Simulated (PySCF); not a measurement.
Molecule: `InChI=1S/C2H10OSi2/c1-4-3-5-2/h4-5H2,1-2H3`.

Atoms are numbered as in `[CH3:1][SiH2:2][O:3][SiH2:4][CH3:5]`; H(Xn) means a hydrogen on atom n.

Geometry PBE0-D3(BJ)/def2-SVP throughout; GIAO in PySCF 2.14.0 with density-fitted response routines, gas phase, one conformer, non-relativistic; equivalent atoms averaged; functional PBE0.

(1) How do the absolute shieldings σ depend on the basis set? (ppm; last column core-seconds on shared hosts with different chips, so compare them loosely)

(2) Which nucleus moves most, in ppm?

(3) Taking the largest basis, cc-pVTZ (298 functions), as the yardstick, rank the others by their worst heavy-atom deviation.

Answers

(1) 
```
    basis set  functions  C1/C5  Si2/Si4     O3  H(Si2)/H(Si4)  H(C1)/H(C5)  core-s
       STO-3G         43  236.3    544.7  504.8          30.16        32.73     2.8
        6-31G         73  197.7    438.1  338.9          27.29        32.23     5.3
     pcSseg-0         73  193.3    384.5  356.1          27.13        32.68     5.1
       6-31G*         98  192.5    418.3  306.0          26.58        31.75     6.9
     def2-SVP        128  192.9    433.0  308.3          26.26        31.17     9.2
      cc-pVDZ        128  195.2    434.6  311.9          26.21        31.05      11
     pcSseg-1        149  183.5    368.5  304.1          26.22        30.97      21
6-311+G(2d,p)        211  185.4    361.7  291.8          26.17        31.22      19
  aug-cc-pVDZ        213  194.2    426.9  307.0          26.12        31.03      24
    def2-TZVP        227  185.8    350.9  286.9          26.14        31.23      23
     IGLO-III        293  182.8    365.7  286.3          26.14        31.08      35
      cc-pVTZ        298  186.4    373.2  296.4          26.16        31.01      40
```

(2) O3 (oxygen bonded to 2 Si): from 286.3 ppm with IGLO-III to 504.8 ppm with STO-3G. The smallest spread is 1.76 ppm, at H(C1)/H(C5). Proton shifts span only some 12 ppm, so a few tenths of a ppm matter as much there as several ppm in carbon.

(3) pcSseg-1 7.6 ppm (149 functions), IGLO-III 10.1 ppm (293 functions), 6-311+G(2d,p) 11.5 ppm (211 functions), def2-TZVP 22.3 ppm (227 functions), 6-31G* 45.1 ppm (98 functions), aug-cc-pVDZ 53.8 ppm (213 functions), pcSseg-0 59.7 ppm (73 functions), def2-SVP 59.8 ppm (128 functions), cc-pVDZ 61.4 ppm (128 functions), 6-31G 65.0 ppm (73 functions), STO-3G 208.4 ppm (43 functions).

A small basis that lands close on one nucleus may do so by chance; judge by the trend and by all nuclei.
